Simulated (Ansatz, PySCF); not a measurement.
Process, species as SMILES: O=C(O)O + 2 C (CH4) -> C=O (CH2O) [formaldehyde] + 2 CO (CH4O)
Structures are relaxed separately at B3LYP-D3(BJ)/def2-TZVP in Ansatz (an electronic-structure program), one conformer each, not searched for the lowest.

Quantity: bond separation energy (enthalpy at 298 K, with B3LYP-D3(BJ) rigid-rotor harmonic-oscillator terms from PySCF), in kJ/mol. Correlated levels leave the core frozen unless marked. Spin-orbit coupling is left out. No relativistic terms. Basis-set limits of correlation are two-point, X^-3; Hartree-Fock from the larger set. The bracket is a focal-point correction in the basis named.

| level | program | bond separation energy (kJ/mol) |
|---|---|---|
| HF/STO-3G | Ansatz | 204.3 |
| TPSSh/def2-TZVPD | PySCF | 244.0 |

Problem. What does RI-MP2/CBS(aug-cc-pVTZ,aug-cc-pVQZ)+[CCSD(T)-MP2]/aug-cc-pVTZ (Ansatz) give?

Solution. 246.3 kJ/mol
